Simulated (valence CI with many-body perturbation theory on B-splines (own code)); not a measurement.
# Forbidden lines of Hg XXXII

Calculated by valence CI with perturbative core correlation (CI+MBPT): three valence electrons over a frozen Dirac-Fock core [Kr] 4d10, radial functions for each j: 8 s, 8 p, 9 d, 9 f, 6 g, 3 h, 2 i, with the one-electron correlation potential Σ1 (screened to all orders), the two-electron term Σ2, the three-electron term Σ3, Breit, model QED; selected single and double excitations, second order for the rest, scaled by the run's own slope (own B-spline code, finite nucleus).

The last digits are not significant, and no measured levels were compared; by estimate large intervals hold to a few tenths of a per cent, small ones and those within an open d or f shell to about a per cent. Core correlation moves these levels by up to 7200 cm⁻¹, and in measured spectra 5 to 20 % of such shifts remained as error; rates that hang on mixing are uncertain with them. The list stops below the first excitations out of the core.

Lines 1 to 50 of 120 in falling wavelength, among levels below 1523800 cm⁻¹, chosen from the decays that carry over 1 % of a level's rate. Wavelengths and rates use the calculated energies. Weak lines are less certain than strong ones. Lines between different terms over intervals too small for the method are left out, as are lines whose strength nearly cancels.

Levels are named by their leading jj configuration (3d3/2^4 stands for four electrons in 3d with j = 3/2), which in mixed levels can hold well under half, so a name can repeat and another be missing. Letters in brackets count levels of one name in rising energy.

```csv
λ vac (Å),Upper,Lower,Type,A (s⁻¹),Branch %
7412,(4f5/2^2 4f7/2) J=5/2 [a],(4f5/2^3) J=5/2,M1,2.29e+01,3.1
7151,(4f5/2^2 4f7/2) J=3/2 [a],(4f5/2^3) J=5/2,M1,1.26e+01,1.8
7141,(4f5/2 4f7/2^2) J=9/2 [a],(4f5/2^2 4f7/2) J=7/2 [b],M1,3.41e+01,2.4
6718,(4f5/2^2 4f7/2) J=7/2 [b],(4f5/2^2 4f7/2) J=7/2 [a],M1,1.07e+01,1.0
6622,(4f5/2^2 4f7/2) J=7/2 [a],(4f5/2^3) J=5/2,M1,3.46e+00,1.0
6619,(4f5/2^2 4f7/2) J=7/2 [a],(4f5/2^2 4f7/2) J=9/2,M1,4.21e+01,12.7
5462,(4f5/2^2 4f7/2) J=15/2 [b],(4f5/2 4f7/2^2) J=13/2 [a],M1,4.15e+01,2.1
5418,(4f5/2 4f7/2^2) J=3/2 [a],(4f5/2^2 4f7/2) J=5/2 [b],M1,8.98e+01,3.8
5161,(4f5/2 4f7/2^2) J=11/2 [b],(4f5/2 4f7/2^2) J=11/2 [a],M1,2.37e+01,1.3
4883,(4f5/2 4f7/2^2) J=1/2,(4f5/2 4f7/2^2) J=3/2 [a],M1,1.49e+02,9.4
4818,(4f5/2^2 4f7/2) J=15/2 [a],(4f5/2^2 4f7/2) J=13/2,M1,1.97e+02,100.0
4522,(4f5/2^3) J=5/2,(4f5/2^3) J=3/2,M1,9.18e+01,99.4
4508,(4f7/2^3) J=9/2,(4f5/2 4f7/2^2) J=9/2 [c],M1,5.39e+01,1.4
4454,(4f5/2^2 4f7/2) J=5/2 [b],(4f5/2^2 4f7/2) J=7/2 [b],M1,5.42e+01,3.6
3961,(4f5/2 4f7/2^2) J=11/2 [a],(4f5/2 4f7/2^2) J=13/2 [a],M1,1.85e+01,1.4
3759,(4f5/2^2 4f7/2) J=9/2,(4f5/2^2 4f7/2) J=11/2 [a],M1,1.05e+02,5.8
3652,(4f5/2^2 4f7/2) J=13/2,(4f5/2^2 4f7/2) J=11/2 [a],M1,7.44e+02,100.0
3557,(4f5/2 4f7/2^2) J=11/2 [b],(4f5/2 4f7/2^2) J=9/2 [b],M1,3.34e+02,18.9
3495,(4f5/2 4f7/2^2) J=9/2 [b],(4f5/2^2 4f7/2) J=7/2 [b],M1,4.28e+02,16.8
3462,(4f5/2 4f7/2^2) J=9/2 [a],(4f5/2^2 4f7/2) J=7/2 [a],M1,1.25e+02,8.7
3454,(4f5/2 4f7/2^2) J=9/2 [c],(4f5/2 4f7/2^2) J=7/2 [a],M1,6.76e+01,2.7
3439,(4f5/2 4f7/2^2) J=7/2 [a],(4f5/2^2 4f7/2) J=7/2 [b],M1,4.32e+01,1.6
3335,(4f5/2^2 4f7/2) J=7/2 [b],(4f5/2^3) J=5/2,M1,8.80e+02,86.2
3334,(4f5/2^2 4f7/2) J=7/2 [b],(4f5/2^2 4f7/2) J=9/2,M1,2.25e+01,2.2
3277,(4f5/2 4f7/2^2) J=13/2 [b],(4f5/2 4f7/2^2) J=11/2 [a],M1,8.84e+01,6.7
3170,(4f5/2 4f7/2^2) J=5/2 [a],(4f5/2^2 4f7/2) J=3/2 [b],M1,2.28e+02,9.9
2973,(4f5/2^2 4f7/2) J=3/2 [b],(4f5/2^2 4f7/2) J=3/2 [a],M1,5.85e+02,44.0
2950,(4f5/2^2 4f7/2) J=1/2,(4f5/2^2 4f7/2) J=3/2 [a],M1,2.01e+02,14.7
2930,(4f5/2^2 4f7/2) J=3/2 [b],(4f5/2^2 4f7/2) J=5/2 [a],M1,7.76e+01,5.8
2809,(4f5/2^2 4f7/2) J=5/2 [a],(4f5/2^3) J=3/2,M1,7.15e+02,96.8
2770,(4f5/2^2 4f7/2) J=3/2 [a],(4f5/2^3) J=3/2,M1,7.05e+02,98.2
2670,(4f5/2 4f7/2^2) J=7/2 [b],(4f5/2 4f7/2^2) J=7/2 [a],M1,3.06e+01,2.3
2637,(4f5/2 4f7/2^2) J=7/2 [b],(4f5/2 4f7/2^2) J=9/2 [b],M1,3.18e+01,2.4
2633,(4f5/2^2 4f7/2) J=11/2 [a],(4f5/2^3) J=9/2,M1,1.92e+03,100.0
2572,(4f5/2^2 4f7/2) J=15/2 [b],(4f5/2^2 4f7/2) J=15/2 [a],M1,7.56e+02,37.4
2568,(4f5/2^2 4f7/2) J=5/2 [b],(4f5/2^2 4f7/2) J=5/2 [a],M1,1.48e+02,10.0
2420,(4f5/2 4f7/2^2) J=13/2 [a],(4f5/2^2 4f7/2) J=13/2,M1,3.91e+02,11.8
2361,(4f5/2 4f7/2^2) J=17/2,(4f5/2^2 4f7/2) J=15/2 [b],M1,5.14e+02,44.4
2348,(4f5/2^2 4f7/2) J=11/2 [b],(4f5/2^2 4f7/2) J=13/2,M1,1.86e+02,17.3
2341,(4f5/2 4f7/2^2) J=11/2 [b],(4f5/2 4f7/2^2) J=9/2 [a],M1,6.43e+01,3.6
2333,(4f7/2^3) J=9/2,(4f5/2 4f7/2^2) J=11/2 [a],M1,2.25e+02,5.7
2307,(4f5/2 4f7/2^2) J=11/2 [b],(4f5/2^2 4f7/2) J=11/2 [b],M1,9.79e+02,55.2
2306,(4f5/2^2 4f7/2) J=11/2 [b],(4f5/2^2 4f7/2) J=9/2,M1,5.21e+02,48.4
2299,(4f5/2 4f7/2^2) J=1/2,(4f5/2^2 4f7/2) J=1/2,M1,1.85e+02,11.8
2299,(4f5/2 4f7/2^2) J=9/2 [b],(4f5/2^2 4f7/2) J=7/2 [a],M1,4.98e+02,19.6
2285,(4f5/2 4f7/2^2) J=1/2,(4f5/2^2 4f7/2) J=3/2 [b],M1,9.76e+02,62.0
2275,(4f5/2 4f7/2^2) J=7/2 [a],(4f5/2^2 4f7/2) J=7/2 [a],M1,6.86e+02,25.8
2273,(4f5/2 4f7/2^2) J=9/2 [a],(4f5/2^2 4f7/2) J=9/2,M1,9.29e+02,64.2
2272,(4f5/2 4f7/2^2) J=9/2 [c],(4f5/2 4f7/2^2) J=9/2 [a],M1,9.89e+02,39.3
2268,(4f5/2 4f7/2^2) J=7/2 [b],(4f5/2^2 4f7/2) J=5/2 [b],M1,1.01e+03,75.8
```
